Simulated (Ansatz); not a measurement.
**Energy profile**

The step: SiH₄SO₃ ([OH][Si]([OH])([OH])[SH]) → SiH₂O₃ ([O][Si]([OH])[OH]) + H₂S (still joined by a long Si–S bond); bonds formed: S2–H4; bonds broken: O3–H4; bonds weakened to dative contacts: Si1–S2 (atoms numbered as in the saddle structure below).

| atom | x (Å) | y (Å) | z (Å) |
| --- | --- | --- | --- |
| Si1 | -0.4087 | -0.3631 | -0.0624 |
| S2 | 1.4854 | 0.9362 | 0.7941 |
| O3 | -0.0502 | -1.4547 | 0.9621 |
| H4 | 1.2017 | -0.3488 | 1.3339 |
| O5 | -1.7060 | 0.6142 | 0.0674 |
| O6 | -0.0785 | -0.4748 | -1.6470 |
| H7 | 2.3184 | 0.4313 | -0.1319 |
| H8 | -2.1614 | 0.5769 | 0.9116 |
| H9 | -0.6008 | 0.0830 | -2.2279 |

Electronic energies by CCSD(T) at an estimated basis limit (MP2 extrapolated from triple and quadruple zeta, plus CCSD(T) − MP2 in triple zeta), on PBE0-D4/def2-TZVP structures; SiH$_{4}$SO$_{3}$, singlet; no counterpoise correction. Ansatz 0.2.0; basis: def2-TZVPP and def2-QZVPP; cores frozen in the correlated methods. Extrapolation: Hartree–Fock as exp(−7.88 √X), correlation as X^−2.97.

Problem. Give the profile in eV, counted from the start structure. (An estimate is asked for; the value comes from the calculation.)

Solution. By the calculation:
```tsv
point	eV
start structure	0.000
saddle	2.183
end structure	2.018
separated: SiH$_{2}$O$_{3}$ (linked as [O][Si]([OH])[OH]; Si1, O3, O5, O6, H8, H9; singlet) + H$_{2}$S (S2, H4, H7; singlet)	2.513
```

T1 diagnostic: at most 0.016.

For scale, one of the runs: CCSD(T)/def2-TZVPP, 233 basis functions, launched by `ansatz run in.yaml --threads 4 --pin off --events-out ev --progress --plain --max-ram 9574MiB`. Hardware: 4 CPU threads of an Intel Xeon, shared host. Wall time 2.4 min; peak host memory 4.1 GiB.
